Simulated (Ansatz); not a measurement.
The first iterations of a band of C₃H₁₀BFSi (16 atoms, charge 0, multiplicity 1).

Method: RKS B3LYP/6-31G* in Ansatz 0.2.0.

```
movable images  : 5
climbing image  : yes
spring          : 5.0 eV/Å²
optimiser       : quadratic models (default)
start path      : straight line
force threshold : 0.03 eV/Å
iteration limit : 60
end points      : relaxed
```

Initial state:

```xyz
16
Properties=species:S:1:pos:R:3
C 0.821 -2.346 -0.375
Si 0.494 -0.950 0.870
B -0.278 0.751 0.059
C -0.589 0.927 -1.474
C -0.578 1.957 1.018
F -0.267 1.735 2.366
H -0.100 -2.651 -0.885
H 1.540 -2.037 -1.143
H 1.231 -3.230 0.125
H 1.772 -0.616 1.569
H -0.445 -1.450 1.920
H 0.336 0.796 -2.056
H -1.033 1.888 -1.761
H -1.253 0.124 -1.827
H -0.028 2.853 0.683
H -1.647 2.227 0.954
```

Final state:

```xyz
16
Properties=species:S:1:pos:R:3
C 1.022 -2.257 -0.427
Si 0.739 -0.841 0.807
B -0.359 0.714 0.081
C -0.933 0.772 -1.383
C -0.638 1.929 1.033
F -0.070 1.825 2.310
H 1.563 -1.911 -1.315
H 1.611 -3.061 0.027
H 0.073 -2.690 -0.763
H 2.065 -0.328 1.266
H 0.053 -1.385 2.018
H -0.089 0.803 -2.091
H -1.582 1.628 -1.604
H -1.475 -0.149 -1.640
H -0.275 2.864 0.574
H -1.727 2.063 1.154
```

| iteration | highest image above the first end (eV) | largest band force component (eV/Å) |
| --- | --- | --- |
| 1 | 24.735 | 69.477 |
| 2 | 6.136 | 18.303 |
| 3 | 2.614 | 8.907 |

Problem. Does the band converge within its limit, and where does its top end?

Solution. It converged. It ended after 10 iterations with the highest image 0.057 eV above the first end. Another band between the same ends (5 images) ends at a top of the same energy, where a vibrational analysis finds 1 clearly imaginary mode.

Time of the run: 2.7 min on 2 threads of AMD EPYC 7R43 64-Core Processor (Zen 3), with other jobs on the host, peak memory 0.28 GiB.
